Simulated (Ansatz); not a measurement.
`N=C[SiH2]F` + `BO` → `BO[SiH2]F` + `C=N` at 700 K and 1 bar (ligand exchange at the Si–C bond).

Gas-phase electronic energies from Ansatz, PBE0-D4/def2-TZVP geometries. CCSD(T)/CBS is the MP2 limit (def2-TZVPP, def2-QZVPP) plus CCSD(T) − MP2 in def2-TZVPP, frozen cores. This one scheme is used for every species. Each species was taken in one conformer, which may not be the lowest.

```tsv
species	CCSD(T)/CBS energy (Eh)	H − E (kJ/mol)	S (J/(mol·K))
`N=C[SiH2]F`	-484.06110	193.7	391.4
`BO`	-101.80414	126.4	277.4
`BO[SiH2]F`	-491.38453	183.1	405.6
`C=N`	-94.52360	135.6	268.6
```

H − E and S are ideal-gas, rigid-rotor, harmonic terms from PBE0-D4/def2-TZVP, for one conformer and one mirror image of each species. 1 Eh = 2625.50 kJ/mol, R = 8.31446 J/(mol·K).

Task: By hand: ΔE, ΔH, ΔS and ΔG.

Result: ΔE = (-491.38453) + (-94.52360) − (-484.06110) − (-101.80414) = -0.04289 Eh = -112.6 kJ/mol. Δ(H − E) = 183.1 + 135.6 − 193.7 − 126.4 = -1.4, so ΔH = -114.0 kJ/mol. ΔS = 405.6 + 268.6 − 391.4 − 277.4 = 5.4 J/(mol·K). ΔG = -114.0 − 700 × (5.4)/1000 = -117.8 kJ/mol.

Task: By hand: the equilibrium constant, and the temperature at which ΔG would vanish if ΔH and ΔS stayed fixed.

Result: log₁₀ K = −ΔG/(RT ln 10) = 8.8. ΔH and −TΔS have one sign here, so there is no such temperature. One of them is within its doubt of zero, so this could turn.

The number of gas molecules stays the same, so ΔS is small and ΔH decides. A doubt of 5 kJ/mol in ΔE shifts log₁₀ K by 0.4 here. Other conformers and mirror images would add mixing entropy, several J/(mol·K) or more a flexible species. Modes under 60 cm⁻¹, often nearly free rotors, make the harmonic entropy too high. These are equilibria of isolated gas molecules and say nothing of rates. Largest T1 diagnostic: 0.014 (customary marks: 0.02 for closed shells, 0.045 for open ones).
